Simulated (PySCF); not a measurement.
In(Br)(Me)2 (C2H6BrIn), SMILES [CH3][In]([CH3])[Br].

Geometry: B3LYP-D3(BJ)/def2-SVP. The structure was generated by enumeration; whether it is a known compound was not checked. The def2 effective core potentials stand for the cores of In; spin–orbit coupling is left out.

These are TDA-PBE/def2-SVPD (PySCF) values and carry that method's errors.

Vertical excitations. The molecule is in vacuum.

| state | energy (eV) | λ (nm) | f | main pairs |
|---|---|---|---|---|
| S1 | 4.15 | 299 | 0.000 | HOMO→LUMO 100 % |
| S2 | 4.74 | 262 | 0.061 | HOMO→LUMO+1 89 % |
| S3 | 4.80 | 258 | 0.025 | HOMO−1→LUMO 91 % |
| S4 | 4.96 | 250 | 0.022 | HOMO−1→LUMO+1 99 % |
| S5 | 5.09 | 244 | 0.000 | HOMO−2→LUMO 100 % |
| S6 | 5.15 | 241 | 0.004 | HOMO−3→LUMO 99 % |
| S7 | 5.87 | 211 | 0.015 | HOMO→LUMO+2 92 % |
| S8 | 5.94 | 209 | 0.149 | HOMO−3→LUMO+1 77 %, HOMO−3→LUMO+2 13 % |
| S9 | 6.04 | 205 | 0.221 | HOMO−2→LUMO+1 64 %, HOMO→LUMO+3 13 % |
| S10 | 6.26 | 198 | 0.001 | HOMO−1→LUMO+2 99 % |
| T1 | 4.04 | 307 | 0 | HOMO→LUMO 100 % |
| T2 | 4.30 | 289 | 0 | HOMO→LUMO+1 96 % |
| T3 | 4.32 | 287 | 0 | HOMO−1→LUMO 100 % |
| T4 | 4.75 | 261 | 0 | HOMO−1→LUMO+1 91 % |
Triplets are in the Tamm–Dancoff approximation.
